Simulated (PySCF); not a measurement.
**Electron correlation in Hf (hafnium, neutral)**

Starting occupation: [Xe] 4f14 5d2 6s2, 5d3/2 with m_j = +1/2, +3/2. All numbers are calculated (PySCF 2.14, X2C-1e with screened-nucleus spin-orbit coupling, Gaussian nucleus, in x2c-SVPall-2c with one added diffuse shell each of s, d type (8s9p10d2f, 99 functions)). Frozen: [Kr] 4d10 4f14; 12 electrons correlated; the 32 highest virtual spinors left out.

MP2 pair energies summed by pair of shells (mhartree):

```tsv
pair	energy	share (%)
5p-5p	-75.04	50.3
5d-5p	-23.81	15.9
5d-6s	-13.32	8.9
6s-6s	-12.47	8.4
5p-6s	-12.26	8.2
5p-5s	-4.47	3.0
5s-5s	-3.00	2.0
5d-5d	-2.64	1.8
5d-5s	-1.40	0.9
5s-6s	-0.89	0.6
```

Total MP2 correlation energy: -149.31 mhartree.

The GHF reference relaxed away from the jj start to a determinant that is no pure jj level (⟨S²⟩ = 1.95, ⟨J²⟩ = 6.68); the energies belong to that determinant.

This basis was not built for core-valence correlation, so the inner-shell part is incomplete.
